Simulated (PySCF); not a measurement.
State search for GeH⁺

Unrestricted PBE0; PySCF, no relativity, basis sets Ge def2-TZVPPD, H def2-TZVPPD. Outer shells of the fragments: Ge+ 3d10 4s2 4p1; H 1s1.

Followed along the bond (rough minima from three points):

```
2Ms+1  unpaired  ⟨S²⟩ at the start  R at minimum (Å)  Te (eV)
    1      none               0.00              1.59     0.00
    3  σ ↑, π ↑               2.01  none in the scan   ≤ 2.20
```

Solutions found at the starting distance of 1.580 Å, counted from the lowest of them; the search is not exhaustive and high or unbound solutions are not listed, so other states can lie among these:

```tsv
2Ms+1	unpaired	term	E (eV)	⟨S²⟩	⟨Lz²⟩	μ (D)
1	none	¹Σ⁺	0.00	0.00	0.00	0.48
3	σ ↑, π ↑	³Π	2.22	2.01	1.00	0.81
1	σ ↑, π ↓	mixed	2.59	1.02	1.00	0.97
3	π ↑↑	³Σ⁻	6.42	2.14	0.00	0.99
1	π ↑↓	mixed	6.97	1.01	2.02	0.95
3	σ ↑↑	³Σ⁺	6.98	2.00	0.00	0.68
```

A term symbol is given only where ⟨S²⟩ and ⟨Lz²⟩ are close to those of a pure state; real π, δ and φ orbitals otherwise mix terms. A positive dipole points towards H; it is taken about the centre of mass and depends on that origin.

Counting both spins, an empty level lies below a filled one in some of these solutions, because spin and occupation are held.
